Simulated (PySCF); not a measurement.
Cd⁺: ionisation energy

Cd⁺ [Kr] 4d10 5s1 (2S) → Cd²⁺ [Kr] 4d10 (1S), as a difference of total energies. All numbers are calculated (PySCF 2.14, a scalar-relativistic core potential, in aug-cc-pwCVDZ-PP with ECP28MDF). Correlated levels: valence and next inner shell: nothing frozen outside the core potential. The calculations carry no spin-orbit coupling.

```json
{"method": "UHF", "ionisation energy (eV)": "15.566"}
{"method": "MP2 (valence and next inner shell)", "ionisation energy (eV)": "16.884"}
{"method": "SCS-MP2 (valence and next inner shell)", "ionisation energy (eV)": "16.662"}
{"method": "CCSD (valence and next inner shell)", "ionisation energy (eV)": "16.675"}
{"method": "CCSD(T) (valence and next inner shell)", "ionisation energy (eV)": "16.751"}
```

Problem. How much does correlation contribute at CCSD(T) (valence and next inner shell)?

Solution. 16.751 − (15.566) = 1.185 eV, measured against UHF.

Errors of the correlated levels include the incompleteness of this basis.

For comparison: 16.908 eV (measured; NIST Atomic Spectra Database, ionization energies).
